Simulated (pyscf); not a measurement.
Single points on ωB97X-D3(BJ)/def2-SVP structures (PySCF, gas phase).

Q: For the elementary gas-phase step `[SiH3][O][InH][Cl]` → `[Cl][In]` [singlet] + `[OH][SiH3]` (singlet surface; In–O, H–In broken, H–O formed), what barrier and reaction energy does ωB97M-D3(BJ)/def2-TZVP give, measured from the reactant's lowest minimum found?

A: ΔE‡ = 1.87 eV, ΔE = -0.38 eV. Zero-point energy shifts the barrier by -0.07 eV. It is a 1,1-elimination, with an imaginary mode of 1344i cm⁻¹. On the product side the descent ends in a bound adduct (not fully relaxed), 0.44 eV under the separated species and 2.63 eV under the saddle at ωB97X-D3(BJ)/def2-TZVP. At ωB97X-D3(BJ)/def2-TZVP the barrier from the zero used here is 2.04 eV. This is the saddle that the search found; another between the same sides may lie lower. Elements past Kr carry the def2 core potentials, without spin-orbit coupling.
